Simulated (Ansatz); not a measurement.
Geometry optimisation, RKS PBE0/def2-SVP in Ansatz.

Input:

```yaml
crystal:
  periodic: [false, false, false]
  atoms:
    - { symbol: B, position_ang: [-0.2676, -1.7553, 0.0451] }
    - { symbol: C, position_ang: [0.2665, -0.3131, 0.5423] }
    - { symbol: C, position_ang: [1.4875, 0.0984, -0.2592] }
    - { symbol: C, position_ang: [-0.715, 0.7815, 0.4976] }
    - { symbol: C, position_ang: [-1.3499, 1.1726, -0.6629] }
    - { symbol: Cl, position_ang: [-1.2987, 1.5383, 2.0078] }
    - { symbol: H, position_ang: [0.2151, -2.284, -0.8634] }
    - { symbol: H, position_ang: [-1.2146, -2.1697, 0.566] }
    - { symbol: H, position_ang: [0.581, -0.4457, 1.6424] }
    - { symbol: H, position_ang: [1.9088, 1.0692, 0.1557] }
    - { symbol: H, position_ang: [2.3095, -0.6642, -0.0952] }
    - { symbol: H, position_ang: [1.3179, 0.2063, -1.3126] }
    - { symbol: H, position_ang: [0.06599, 1.04873, -0.21426] }
    - { symbol: H, position_ang: [-2.1328, 1.971, -0.6223] }
basis:
  gaussian: { orbitals: def2-SVP }
hamiltonian:
  xc: pbe0
relax:
  f_tol: 0.02
  max_steps: 50
output:
  orbitals: {}
```

Command:

```bash
$ ansatz run input.yaml --threads 2 --pin off --max-ram 3072MiB --backend cpu --events-out ev --progress --plain --runs-dir out
```

Task: Where does it end, and by what steps?

Result: The forces met the threshold. After 33 steps the energy has fallen by 5.344 eV; H13 moved furthest, 1.42 Å. Parted: C4–H13 (1.09 → 2.17 Å). Joined: B1–C4 (2.62 → 1.74 Å), B1–C5 (3.20 → 1.72 Å), C5–H13 (1.49 → 1.09 Å).

| step | energy less start (eV) | largest force component (eV/Å) | accepted |
| --- | --- | --- | --- |
| 0 | 0.0000 | 5.381 | yes |
| 2 | -1.6102 | 1.381 | yes |
| 4 | -2.3989 | 1.911 | yes |
| 6 | -3.6602 | 2.726 | yes |
| 8 | -4.8198 | 1.531 | yes |
| 10 | -5.1000 | 0.546 | yes |
| 12 | -5.1292 | 0.110 | yes |
| 14 | -5.1385 | 0.339 | yes |
| 16 | -5.1785 | 0.498 | yes |
| 18 | -5.2077 | 0.437 | yes |
| 20 | -5.2274 | 0.206 | yes |
| 22 | -5.2364 | 0.096 | yes |
| 24 | -5.2698 | 0.516 | yes |
| 26 | -5.3127 | 0.589 | yes |
| 28 | -5.3381 | 0.341 | yes |
| 30 | -5.3434 | 0.057 | yes |
| 32 | -5.3443 | 0.023 | yes |
| 33 | -5.3444 | 0.013 | yes |

```xyz
14
Properties=species:S:1:pos:R:3
B -0.758 -0.884 -0.086
C 0.632 -0.115 0.811
C 1.832 0.050 -0.084
C -0.548 0.645 0.709
C -1.222 0.710 -0.545
Cl -1.490 0.893 2.149
H -0.142 -1.335 -1.019
H -1.525 -1.562 0.547
H 0.852 -0.457 1.827
H 2.544 0.759 0.369
H 2.350 -0.910 -0.215
H 1.563 0.426 -1.080
H -0.654 0.994 -1.433
H -2.261 1.040 -0.524
```

Whether the end is a true minimum wasn't checked by a vibrational analysis.

The run took 3.1 min on 2 threads of Intel(R) Xeon(R) Platinum 8259CL CPU @ 2.50GHz (Skylake/Cascade Lake), on a shared host, peak memory 0.36 GiB.
